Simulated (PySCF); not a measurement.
Work out the structure from these simulated measurements.

Formula: C6H14N2Si.

| Item | Value |
| --- | --- |
| Polarisability | 113.7 au [CAM-B3LYP/def2-SVPD] |
| UV, first state | lowest singlet excitation: 5.66 eV (219 nm, f = 0.006) [TDDFT CAM-B3LYP/def2-SVPD] |
| NMR, other nuclei | isotropic shieldings of nuclei other than C and H, by class: 240 (2 N), 374 (1 Si) ppm [GIAO PBE0/pcSseg-1] |
| Dipole | 0.34 D [CAM-B3LYP/def2-SVPD] |
| 13C NMR | chemical shifts (computed TMS as zero) by class: 145.2 (2 C), 145.0 (2 C), 29.6 (2 C) ppm [GIAO PBE0/pcSseg-1] |
| Rotational structure | rotational constants A, B, C: 1.291, 1.031, 1.026 GHz [PBE0-D3(BJ)/def2-SVP] |
| UV, strongest line | among the 10 lowest singlet transitions: S7 at 6.97 eV (178 nm, f = 0.114) [TDDFT CAM-B3LYP/def2-SVPD] |
| XPS | Si2p3/2 106.1, C1s 289.6 (×2), C1s 290.1 (×2), C1s 291.2 (×2), N1s 403.8 (×2), Si1s 1846.1 eV [ΔSCF SCAN, pcX-2 on the ionised atom, pcseg-1 elsewhere, spin-free X2C, 2p3/2 from a spin–orbit splitting computed afterwards within the 2p shell] |
| 1H NMR | chemical shifts (computed TMS as zero) by class: 6.40 (1 H), 6.40 (2 H), 6.34 (1 H), 6.11 (2 H), 2.64 (6 H), -0.19 (2 H) ppm [GIAO PBE0/pcSseg-1] |
| Triplet | lowest triplet excitation (Tamm–Dancoff): 4.23 eV [TDA CAM-B3LYP/def2-SVPD] |

Gas-phase values; electronic properties from PySCF, density fitting. Levels stand in brackets. Geometry: PBE0-D3(BJ)/def2-SVP, one conformer, isolated molecule. NMR values are class means; diastereotopic atoms form classes of their own.

**Question.** Propose a structure and show how it fits.

**Answer.** 6 carbons fall into 3 classes; from least to most shielded: carbon bonded to C, Si and H (145.2 ppm, 2 C), carbon bonded to C and 2 H (145.0 ppm, 2 C), carbon bonded to N and 3 H (29.6 ppm, 2 C). Hydrogen classes from least to most shielded: 1 H on a carbon bonded to C and 2 H (6.40 ppm), 2 H on 2 like atoms (carbon bonded to C, Si and H) (6.40 ppm), 1 H on a carbon bonded to C and 2 H (6.34 ppm), 2 H on 2 like atoms (carbon bonded to C and 2 H) (6.11 ppm), 6 H on 2 like atoms (carbon bonded to N and 3 H) (2.64 ppm), 2 H on 2 like atoms (nitrogen bonded to C, Si and H) (-0.19 ppm). The other shieldings belong to: 240 ppm, nitrogen bonded to C, Si and H; 374 ppm, silicon bonded to 2 C and 2 N. The core levels belong to: Si2p3/2 106.1 eV, silicon bonded to 2 C and 2 N; C1s 289.6 eV, carbon bonded to C, Si and H; C1s 290.1 eV, carbon bonded to C and 2 H; C1s 291.2 eV, carbon bonded to N and 3 H; N1s 403.8 eV, nitrogen bonded to C, Si and H; Si1s 1846.1 eV, silicon bonded to 2 C and 2 N. One atom of each topological class was ionised and stands for its class. The optimised geometry has point group C1 and is an asymmetric top. Structure: Si(vinyl)2(NHMe)2 (`C=C[Si](C=C)(NC)NC`). The assignments are read from this structure; whether some other isomer fits the data as well wasn't checked.
